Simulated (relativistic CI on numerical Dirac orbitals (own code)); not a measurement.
# Sensitivity of the levels of Ho¹⁸⁺ to α and to the nuclear radius

Computed by Dirac-Coulomb-Breit CI, orbitals from a KLI potential per configuration, derivatives by finite differences, unscaled Slater integrals, QED left out (own radial code, finite nucleus).

Configuration list (outside the closed core [Kr] 4d10): 4f³, 4f²5s, 4f5s², 4f²5p, 4f5s5p, 4f5p², 4f5s5d, 4f²5d. Levels of other configurations are missing.

With x = (α/α₀)² − 1 an excitation energy changes as ω = ω₀ + qx; K = 2q/ω₀ is the relative enhancement. Terms are leading LS components, so labels can repeat. The field-shift factor is F = δν/δ⟨r²⟩ for the transition from the lowest level.

Lowest level 4f³ ⁴I°9/2.

```tsv
Level	ω₀ (cm⁻¹)	q (cm⁻¹)	F (GHz/fm²)
4f³ ⁴I°11/2	7744.3	8346	0.302
4f³ ⁴I°13/2	15359.1	15340	0.565
4f³ ⁴I°15/2	22744.9	21150	0.791
4f³ ⁴F°3/2	29373.9	2234	0.272
4f³ ²H°9/2	30615.7	5150	0.373
4f³ ⁴F°5/2	34111.1	8287	0.486
4f³ ⁴S°3/2	36739.4	9587	0.541
4f³ ⁴F°7/2	36989.8	9836	0.554
4f³ ⁴F°9/2	42038.6	16450	0.786
4f³ ²H°11/2	43280.7	17000	0.813
4f³ ⁴G°5/2	44186.4	4102	0.439
4f³ ²G°7/2	45079.6	11340	0.655
4f³ ²K°13/2	47637.3	10080	0.642
4f³ ⁴G°7/2	51525.3	14200	0.786
4f³ ⁴G°9/2	53950.1	16450	0.87
4f³ ²D°3/2	54341.4	11610	0.729
4f³ ²K°15/2	54795.3	15240	0.848
4f³ ²P°1/2	59268.0	11000	0.748
4f³ ²G°9/2	59703.7	25520	1.18
4f³ ⁴G°11/2	60612.9	19690	1.02
4f³ ²D°5/2	61972.3	15450	0.896
4f³ ²I°11/2	71668.9	9872	0.806
4f³ ⁴D°3/2	71984.9	14280	0.926
```

At this charge energies of transitions that change n are usually good to better than 1 %, and those within a shell (Δn = 0) to a few per cent. Terms inside the open d or f shell come out 10 to 20 % too wide with unscaled integrals.

Task: Which transition from the lowest level has the largest |K|?

Result: 4f³ ⁴I°11/2 at 7744.3 cm⁻¹, K = 2.16.
